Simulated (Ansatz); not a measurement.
Input for Ansatz (a first-principles code): U-B3LYP/def2-TZVPP on FHPb (SMILES [F][PbH]), a point of a bond scan (R = 2.069 Å). Elements past Kr take the def2 small-core potentials; no spin–orbit coupling.

Ansatz 0.2 input:
```yaml
crystal:
  periodic: [false, false, false]
  atoms:
    - {symbol: Pb, position_ang: [-0.06389622, -0.11971905, 0.14987185]}
    - {symbol: H, position_ang: [-1.03984583, -1.07338678, -1.12734692]}
    - {symbol: F, position_ang: [0.69770398, 1.21003874, -1.24023830]}
basis:
  gaussian:
    orbitals: def2-TZVPP
hamiltonian:
  xc: {name: B3LYP}
magnetization: {spin_polarized: true, initial_magnetization: 0}
```

It printed:

```
WARN ansatz: RAYON_NUM_THREADS=1 ignored (pool sized by the plan → 1); use --threads N
Functional definition: B3LYP
integrals: 0.02 GiB planned
645 factors; their error is unknown
mean field: 0.30 GiB planned
mean field evaluation 1: about -7981.2623 eV, gradient 3.3e1 eV
mean field evaluation 2: about -7911.5375 eV, gradient 1.3e2 eV
mean field evaluation 4: about -7984.9382 eV, gradient 6.2e0 eV
mean field evaluation 8: about -7985.1185 eV, gradient 1.7e-1 eV
mean field evaluation 16: about -7985.1186 eV, gradient 3.4e-5 eV
mean field -7985.11855330 eV, -293.4476943260 hartree, gradient 3.4e-5 eV, S^2 0.000000; 0 other end points of the search recorded, 0 dependent functions left out
reference -7985.11876014 eV, -293.4477019274 hartree; 16, 16 occupied and 79, 79 virtual orbitals, 645 factors
Total energy: -7985.11876014 eV, -293.4477019274 hartree
```

Self-consistency was reached.

Cost: around 1.3 core-seconds (rough).
